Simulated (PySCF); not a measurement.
Computed shifts of a molecule C4H8O2, PBE/pcSseg-1 in PySCF, GIAO, gas phase, equivalent atoms averaged, in ppm (number of nuclei): ¹³C: 68.6 (1), 61.5 (1), 60.1 (1), 20.2 (1). ¹H: 3.85 (1), 3.58 (3), 3.45 (1), 0.90 (1), 0.67 (1), 0.60 (1). References: ¹³C against TMS (σ = 182.0 ppm); ¹⁷O against H2O (σ = 334.3 ppm); ¹H against TMS (σ = 31.49 ppm), references at their B3LYP-D3(BJ)/def2-TZVP geometries, non-relativistic. Geometry: B3LYP-D3(BJ)/def2-SVP. One conformer was computed; it need not be the lowest.

Question: Which structure fits?
A. CCC1OCO1
B. CO[C@@H]1C[C@H]1O
C. C=C(OC)OC
D. CO/C=C/OC

Answer: B, CO[C@@H]1C[C@H]1O
